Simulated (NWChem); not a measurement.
Everything below was run with NWChem. System: OSe, charge 0, spin multiplicity 3, at a geometry optimised with UB3LYP/def2-SVP. The structure started from a generated list of species. Its SCF solution wasn't tested for a lower state. Level: UMP2/def2-TZVP, 10 core orbitals frozen.

The NWChem input:

```
start mol
memory heap 200 mb stack 900 mb global 1100 mb
geometry units angstroms nocenter noautoz
  O      0.000000     0.000000     1.341033
  Se     0.000000     0.000000    -0.315537
  symmetry group C2v
end
basis spherical
  * library def2-tzvp
end
scf
  uhf
  nopen 2
  maxiter 100
  thresh 1e-7
  semidirect memsize 60000000 filesize 0
  # guess.movecs holds the orbitals of an unrestricted PBE0 run
  vectors input guess.movecs output mol.movecs
end
mp2
  freeze core 10
end
task mp2 energy
```

NWChem printed:

```
             Northwest Computational Chemistry Package (NWChem) 7.3.0
             --------------------------------------------------------

                                NWChem Input Module
                                -------------------

 Scaling coordinates for geometry "geometry" by  1.889725989
 (inverse scale =  0.529177249)

 Turning off AUTOSYM since
 SYMMETRY directive was detected!

                             Geometry "geometry" -> ""
                             -------------------------

 Output coordinates in angstroms (scale by  1.889725989 to convert to a.u.)

  No.       Tag          Charge          X              Y              Z
 ---- ---------------- ---------- -------------- -------------- --------------
    1 O                    8.0000     0.00000000     0.00000000     1.34103300
    2 Se                  34.0000     0.00000000     0.00000000    -0.31553700

 Effective nuclear repulsion energy (a.u.)      86.8880951170

            Nuclear Dipole moment (a.u.)
            ----------------------------
        X                 Y               Z
 ---------------- ---------------- ----------------
     0.0000000000     0.0000000000     0.0000113384

      Symmetry information
      --------------------

 Group name             C2v
 Group number             16
 Group order               4
 No. of unique centers     2

      Symmetry unique atoms

     1    2


 Summary of "ao basis" -> "" (spherical)
 ------------------------------------------------------------------------------
       Tag                 Description            Shells   Functions and Types
 ---------------- ------------------------------  ------  ---------------------
 *                         def2-tzvp                  on all atoms

 Summary of "ao basis" -> "ao basis" (spherical)
 ------------------------------------------------------------------------------
       Tag                 Description            Shells   Functions and Types
 ---------------- ------------------------------  ------  ---------------------
 O                         def2-tzvp                11       31   5s3p2d1f
 Se                        def2-tzvp                16       48   6s5p4d1f

                                 NWChem SCF Module
                                 -----------------

  ao basis        = "ao basis"
  functions       =    79
  atoms           =     2
  alpha electrons =    22
  beta  electrons =    20
  charge          =   0.00
  wavefunction    = UHF
  use symmetry    = T
  symmetry adapt  = T

 Summary of "ao basis" -> "ao basis" (spherical)
 ------------------------------------------------------------------------------
       Tag                 Description            Shells   Functions and Types
 ---------------- ------------------------------  ------  ---------------------
 O                         def2-tzvp                11       31   5s3p2d1f
 Se                        def2-tzvp                16       48   6s5p4d1f

      Symmetry analysis of basis
      --------------------------

        a1         35
        a2          8
        b1         18
        b2         18

 Forming initial guess at       0.1s

   Symmetry analysis of molecular orbitals - initial alpha
   -------------------------------------------------------

  Numbering of irreducible representations:

     1 a1          2 a2          3 b1          4 b2

  Orbital symmetries:

     1 a1          2 a1          3 b1          4 b2          5 a1
     6 a1          7 a1          8 a1          9 b1         10 b2
[...]
  --------------------------------------

    Atom       Charge   Shell Charges
 -----------   ------   -------------------------------------------------------
    1 O    8     4.61   0.40  0.59  0.32  0.51  0.15  1.11  1.15  0.37  0.00  0.01  0.00
    2 Se  34    17.39   1.00  1.00  0.58  0.39  0.52  0.46  3.00  2.97  0.58  1.31  0.47  4.48  0.52  0.03  0.05  0.01

   Mulliken analysis of the beta density
   -------------------------------------

    Atom       Charge   Shell Charges
 -----------   ------   -------------------------------------------------------
    1 O    8     3.81   0.40  0.59  0.28  0.48  0.18  0.62  0.77  0.46  0.00  0.02  0.00
    2 Se  34    16.19   1.00  1.00  0.58  0.39  0.50  0.48  3.00  2.96  0.31  0.62  0.23  4.49  0.52  0.02  0.06  0.02

   Mulliken analysis of the spin density
   -------------------------------------

    Atom       Charge   Shell Charges
 -----------   ------   -------------------------------------------------------
    1 O    8     0.80   0.00 -0.00  0.03  0.03 -0.03  0.49  0.39 -0.10 -0.00 -0.01 -0.00
    2 Se  34     1.20  -0.00  0.00  0.00 -0.00  0.02 -0.02  0.00  0.01  0.27  0.69  0.24 -0.01  0.00  0.01 -0.01 -0.00

       Multipole analysis of the density wrt the origin
       ------------------------------------------------

     L   x y z        total         alpha         beta         nuclear
     -   - - -        -----         -----         ----         -------
     0   0 0 0     -0.000000    -22.000000    -20.000000     42.000000

     1   1 0 0     -0.000000     -0.000000     -0.000000      0.000000
     1   0 1 0      0.000000     -0.000000      0.000000      0.000000
     1   0 0 1     -1.011040     -0.817707     -0.193344      0.000011

     2   2 0 0    -17.017676    -10.097580     -6.920095      0.000000
     2   1 1 0     -0.000000     -0.000000      0.000000      0.000000
     2   1 0 1     -0.000000      0.000000     -0.000000      0.000000
     2   0 2 0    -17.017676    -10.097580     -6.920095      0.000000
     2   0 1 1      0.000000      0.000000     -0.000000      0.000000
     2   0 0 2    -18.589079    -44.751882    -37.302575     63.465378

                   NWChem MP2 Semi-direct Energy/Gradient Module
                   ---------------------------------------------

  Basis functions       =     79
  Molecular orbitals    =     79
  Frozen core           =     10
  Frozen virtuals       =      0
  Active alpha occupied =     12
  Active beta occupied  =     10
  Active alpha virtual  =     57
  Active beta virtual   =     59
  Use MO symmetry       = T
  Use skeleton AO sym   = T

  AO/Fock/Back tols     =   1.0D-09  1.0D-09  1.0D-09

 GA uses MA = F    GA memory limited = T

 Available:
  local mem=  1.26D+08
 global mem=  1.44D+08
 local disk=  0.00D+00
  mp2_memr nvloc                    57
  nvloc new                    57
   1 passes of  12:        4194304                      46917                   7334065.
   1 passes of  12: M    126150209           G      144166718           F     121955905.

 Semi-direct pass number   1 of   1  for UHF alpha       at        1.9s
  vrange nnbf                  3149
  mp2_eaftype                    27  avail_ma_in_mb                  1099
 EAF : mp2_eaftype filesize          27    3667033.
  mp2_eaf for mointskh                     27
Node 0 wrote     17.2 Mb in      0.0 s     Agg I/O rate:  2092.6 Mb/s
 Done moints_semi at        4.9s
  mp2_eaftype                    27  avail_ma_in_mb                  1072
 EAF : mp2_eaftype filesize          27    3667033.
  mp2_eaf for kh                    27
 Done maket at        5.0s
 Done multipass loop at        5.0s

 GA uses MA = F    GA memory limited = T

 Available:
  local mem=  1.26D+08
 global mem=  1.44D+08
 local disk=  0.00D+00
  mp2_memr nvloc                    59
  nvloc new                    59
   1 passes of  10:        4194304                      42219                   6327645.
   1 passes of  10: M    126150209           G      144166718           F     121955905.

 Semi-direct pass number   1 of   1  for UHF beta        at        5.1s
  vrange nnbf                  3149
  mp2_eaftype                    24  avail_ma_in_mb                  1099
 EAF : mp2_eaftype filesize          24    3163822.
  mp2_eaf for mointskh                     24
Node 0 wrote     14.9 Mb in      0.0 s     Agg I/O rate:  2597.1 Mb/s
 Done moints_semi at        8.1s
  mp2_eaftype                    24  avail_ma_in_mb                  1075
 EAF : mp2_eaftype filesize          24    3163822.
  mp2_eaf for kh                    24
 Done maket at        8.2s
 Done multipass loop at        8.2s

          -------------------------------------------
          SCF energy               -2474.688610685543
          Correlation energy          -0.482994618158
          Singlet pairs                0.000000000000
          Triplet pairs                0.000000000000
          Total MP2 energy         -2475.171605303701
          -------------------------------------------

          ---------------------------------------------------
                    Spin Component Scaled (SCS) MP2
          Same spin pairs                     -0.148050199854
          Same spin scaling factor             0.333333333333
          Opposite spin pairs                 -0.334944418304
          Opposite spin scaling fact.          1.200000000000
          SCS-MP2 correlation energy          -0.451283368583
          Total SCS-MP2 energy             -2475.139894054125
          ---------------------------------------------------

 -----------------------
 Performance information
 -----------------------

 Timer overhead =  1.24D-07 seconds/call

               Nr. of calls         CPU time (s)                 Wall time (s)                GFlops
             ---------------    -------------------     ------------------------------   -------------------
Name         Min   Avg   Max    Min     Avg     Max     Min     Avg     Max   Mx/calls   Min     Max     Sum
mp2: moin     2     2     2    6.1     6.1     6.1      6.1     6.1     6.1     3.0      0.0     0.0     0.0
mp2: make     2     2     2   0.21    0.21    0.21     0.21    0.21    0.21    0.10      0.0     0.0     0.0
mp2: tota     1     1     1    6.4     6.4     6.4      6.4     6.4     6.4     6.4      0.0     0.0     0.0

 The average no. of pstat calls per process was 5.00D+00
 with a timing overhead of 6.22D-07s

 Task  times  cpu:        8.2s     wall:        8.2s

 Total times  cpu:        8.2s     wall:        8.2s
```
